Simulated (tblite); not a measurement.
Species: C2H9OSi2 (doublet state).
Numbering: `[CH3:1][O:2][CH2:3][SiH2:4][SiH2:5]` (hydrogens: H6, H7, H8 on C1; H9, H10 on C3; H11, H12 on Si4; H13, H14 on Si5)

The geometry is computed with GFN2-xTB (gas phase). This method treats the open shell by occupation alone, without spin polarisation.

Some entries are withheld. Bonds in one row agree within 0.01 Å.

```tsv
coordinate	value
C1–O2	?
O2–C3	?
C3–Si4	?
Si4–Si5	2.270 Å
C1–H6, C1–H7	1.098 Å
C1–H8	1.089 Å
C3–H9, C3–H10	1.098 Å
Si4–H11, Si4–H12	1.477 Å
Si5–H13, Si5–H14	1.466 Å
O2–C1–H6	111.1°
O2–C1–H8	107.1°
H6–C1–H7	108.5°
C1–O2–C3	?
O2–C3–Si4	104.6°
O2–C3–H9	110.2°
Si4–C3–H9	112.9°
Si4–C3–H10	112.5°
H9–C3–H10	106.7°
C3–Si4–Si5	103.7°
C3–Si4–H11	?
C3–Si4–H12	?
Si5–Si4–H11	111.7°
Si5–Si4–H12	123.3°
H11–Si4–H12	104.7°
Si4–Si5–H13	?
```

Problem. Fill in the missing values.

Solution. 
- C1–O2 = 1.401 Å, drawn single (ends: carbon bonded to O and 3 H; oxygen bonded to 2 C); 0.02 Å below the sum of covalent radii, 1.42 Å.
- O2–C3 = 1.416 Å, drawn single (ends: oxygen bonded to 2 C; carbon bonded to O, Si and 2 H); equal to the sum of covalent radii, 1.42 Å.
- C3–Si4 = 1.908 Å, drawn single (ends: carbon bonded to O, Si and 2 H; silicon bonded to C, Si and 2 H); 0.04 Å above the sum of covalent radii, 1.87 Å.
- C1–O2–C3 = 113.7°, at the oxygen bonded to 2 C; the outer atoms are 2.358 Å apart.
- C3–Si4–H11 = 107.0°, at the silicon bonded to C, Si and 2 H; the outer atoms are 2.733 Å apart.
- C3–Si4–H12 = 105.3°, at the silicon bonded to C, Si and 2 H; the outer atoms are 2.704 Å apart.
- Si4–Si5–H13 = 124.0°, at the silicon bonded to Si and 2 H; the outer atoms are 3.316 Å apart.

Radii are Cordero's, carbon taken as 0.76, 0.73 or 0.69 Å for four, three, and two or fewer neighbours.

Its GFN2-xTB frequencies are all real (lowest 31 cm⁻¹). Torsions: C1–O2–C3–Si4 180°, O2–C3–Si4–Si5 47°, C3–Si4–Si5–H -40° and -177°.

One conformer stands for the species.
